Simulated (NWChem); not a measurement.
# Spin states of BCl (+1)

```xyz
2

B      0.0000     0.0000     1.2392
Cl     0.0000     0.0000    -0.3645
```
Charge +1, spin multiplicity 2.

Program: NWChem. The geometry was optimised at UPBE0/def2-SVP, a minimum by its harmonic frequencies.

Basis set: def2-TZVP. The gap is E(quartet) − E(doublet) at the geometry of the doublet, so a negative value puts the higher spin lower. Open shells are unrestricted. The quartet is the single determinant that the SCF runs reached, with unpaired electrons in orbitals of symmetry a1 and b1 and b2 (C2v labels); it need not be the lowest quartet, which in molecules with degenerate π orbitals can need several determinants.

The correlated methods keep 6 core orbitals frozen. B3LYP has NWChem's definition, with VWN1-RPA local correlation. This spin state was chosen for the runs; another may lie lower. The structure started from a generated list of species. The unpaired electrons of the parent sit in orbitals of symmetry a1 (C2v labels of the run); other states weren't searched. The stability of the SCF solutions was not checked. Open-shell Hartree-Fock references start from PBE0 orbitals.

### Question
For the vertical doublet-quartet gap, B3LYP gives 148.1 kcal/mol and r2SCAN gives 145.5 kcal/mol. What do HF, B2PLYP, MP2 give?

### Answer
HF: 122.2 kcal/mol; B2PLYP: 149.3 kcal/mol; MP2: 150.3 kcal/mol.
